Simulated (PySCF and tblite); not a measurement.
The numbers below are computed, except where a source is named.
C5H3FN2O, numbered as in [O:1]=[CH:2][c:3]1[n:4][cH:5][cH:6][c:7]([F:8])[n:9]1. Conformers came from 60 starts (ETKDG and KDG, MMFF94s, GFN2-xTB); geometries are GFN2-xTB. Weights use PBE0-D3(BJ)/def2-SVP (IEF-PCM, dichloromethane) energies plus GFN2-xTB zero-point and thermal terms (modes under about 100 cm⁻¹ blended into free rotors). Symmetry numbers and mirror images are counted. Conformers within 2.5 kcal/mol (GFN2-xTB free energy) were kept, 2 at most. GIAO shieldings: WP04/pcSseg-1 (IEF-PCM, dichloromethane). Shifts are against TMS (¹H), TMS (¹³C) at the same level. Run with PySCF (density fitting) and tblite.

Torsions listed: O1–C2–C3–N4.

```json
{"conformer": "1", "shape": "180°", "point group": "Cs", "mirror pair": "no", "ΔE(DFT)": "0.00", "Δ(G−E) at 350 K": "0.00", "δ H2 (ppm)": "9.93"}
{"conformer": "2", "shape": "0°", "point group": "Cs", "mirror pair": "no", "ΔE(DFT)": "0.26", "Δ(G−E) at 350 K": "0.03", "δ H2 (ppm)": "9.83"}
```

Energies in kcal/mol; the thermal term leaves out symmetry numbers and mirror images.

**Question.** Work out the weights at 350 K and the ¹H shift of H2 under fast exchange.

**Answer.** RT = 0.696 kcal/mol. Each conformer gets RT ln(σ/g), with σ the rotational symmetry number and g = 2 for a mirror pair: 1: σ = 1, g = 1, G = 0.00 + 0.00 + 0.00 = 0.00, 0.00 above the lowest, exp(−ΔG/RT) = 1.000; 2: σ = 1, g = 1, G = 0.26 + 0.03 + 0.00 = 0.28, 0.28 above the lowest, exp(−ΔG/RT) = 0.664. The sum is 1.664, so the weights are 60.1, 39.9 %. The averaged shift is 9.89 ppm. At 298.15 K it is 9.89 ppm. At 298.15 K the leading conformer alone gives 9.93 ppm and bare DFT energies give 9.89 ppm.


Conformer gaps in def2-SVP on xTB geometries can be 2 kcal/mol too large for S=O, P=O and other polar bonds.